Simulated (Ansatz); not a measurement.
FH₃OSi₂, relaxed with RKS PBE-D4/def2-SVP in the Gaussian-basis code of Ansatz from a rough embedded geometry. The force threshold is 0.03 eV/Å; the program also tests the step.

The species carries charge 0 and has multiplicity 1. The bonds changed during the relaxation, so this is another structure than the one it started from.

Start:

```xyz
7

F     1.989    0.750    1.076
Si    1.018    1.127   -0.142
O    -0.397    0.541    0.074
Si   -0.938   -0.923    0.095
H     1.596    0.693   -1.451
H    -1.479   -1.139    1.435
H    -1.789   -1.049   -1.087
```

How much energy does the relaxation release, and in how many steps? (An estimate is asked.)

Ansatz gave: 1.58 eV, in 14 steps, 2 of them rejected.

Which bonds change most? (Estimate.)

Computed: Si2–O3 from 1.546 to 1.680 Å; O3–Si4 from 1.561 to 1.664 Å; Si4–H6 from 1.462 to 1.511 Å; Si4–H7 from 1.462 to 1.510 Å.

Give the relaxed structure. (An estimate is asked.)

Ansatz gave: 
```xyz
7

F     1.901    0.981    1.192
Si    1.078    1.270   -0.207
O    -0.071    0.058   -0.387
Si   -1.135   -1.155    0.021
H     2.073    1.007   -1.327
H    -1.448   -1.156    1.499
H    -2.399   -1.005   -0.791
```
